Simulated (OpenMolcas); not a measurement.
**Se4+: effect of the level shift or regulariser**

| Item | Value |
| --- | --- |
| Program | OpenMolcas |
| Basis | ANO-RCC-VTZP [6s5p3d1f] |
| Scalar Hamiltonian | DKH2, point nucleus |
| Active space | 2 electrons in 4 orbitals (4s 4p) |
| State averaging | 2S+1 = 3 even, 3 roots; 2S+1 = 1 even, 7 roots; 2S+1 = 3 odd, 3 roots; 2S+1 = 1 odd, 3 roots |
| Spin-orbit coupling | state interaction with AMFI integrals over the reference wave functions, term energies averaged over their components |

Methods on the same reference wave functions:
A. CASSCF
B. MS-CASPT2, IPEA 0.25 Eh, imaginary shift 0.1 Eh (closed shells correlated: 3d)
C. MS-CASPT2, IPEA 0.25 Eh, real shift 0.2 Eh (closed shells correlated: 3d)

Energies in cm⁻¹ above 4s² ¹S₀, the measured ground level; measured values from the list in Rauch et al., Astron. Astrophys. 606, A105 (2017).

```json
{"Level": "4s² ¹S₀", "A": "0.0", "B": "0.0", "C": "0.0", "Measured": "0.0"}
{"Level": "4s 4p ³P°₀", "A": "86688", "B": "87164", "C": "87165", "Measured": "89749"}
{"Level": "4s 4p ³P°₁", "A": "88149", "B": "88613", "C": "88614", "Measured": "91350"}
{"Level": "4s 4p ³P°₂", "A": "91307", "B": "91784", "C": "91785", "Measured": "94960"}
{"Level": "4s 4p ¹P°₁", "A": "141314", "B": "134263", "C": "134331", "Measured": "131733"}
{"Level": "4p² ³P₀", "A": "210040", "B": "210319", "C": "210320", "Measured": "211794"}
{"Level": "4p² ³P₁", "A": "211907", "B": "212268", "C": "212268", "Measured": "214091"}
{"Level": "4p² ³P₂ [71 %]", "A": "214564", "B": "213914", "C": "214046", "Measured": "218615"}
{"Level": "4p² ¹D₂ [71 %]", "A": "227820", "B": "218540", "C": "218894", "Measured": "213203"}
{"Level": "4p² ¹S₀", "A": "256940", "B": "248996", "C": "249063", "Measured": "248787"}
```

Deviations, from unrounded energies. A percentage is the sum of absolute deviations over the sum of measured energies, with the sign that they share, or ± where signs differ.

```json
{"Against measurement": "mean absolute deviation (cm-1)", "Levels": "9", "A": "5600", "B": "2700", "C": "2800"}
{"Against measurement": "other configurations (%)", "Levels": "9", "A": "±3.3", "B": "±1.6", "C": "±1.6"}
```

B, C lie about equally close to measurement and A furthest from it. The largest miss of B in the table is 4p² ¹D₂ [71 %], by +5300 cm-1. The ranking rests on the paired levels alone, and a cruder setting can come out closer through cancelling errors.

Between B and C the level of the table that moves most is 4p² ¹D₂ [71 %], by 350 cm-1 (lowest in B, highest in C).

The lowest spin-free term lies below A's lowest term by 0.042 hartree in B, 0.042 hartree in C.

Over all roots computed the reference weight is 0.94 to 0.99 in B; the roots of lowest weight are the least certain, and an intruder state may touch them. The ¹D term of p² mixes with s d, which this space lacks. Some levels mix across a computed gap that differs much from the measured one, so their mixing is not that of the real levels (holds for B; C). Measured partners are found by configuration, term and J. A level has none where our copy of the source lacks it or the pairing is in doubt (some pairs that miss far off the trend of their configuration count as doubtful), and it then counts in no deviation. Only configurations of the active space appear.

A share in square brackets marks a mixed level and gives the weight of the term that names it, the lowest over the columns. ° marks odd parity.
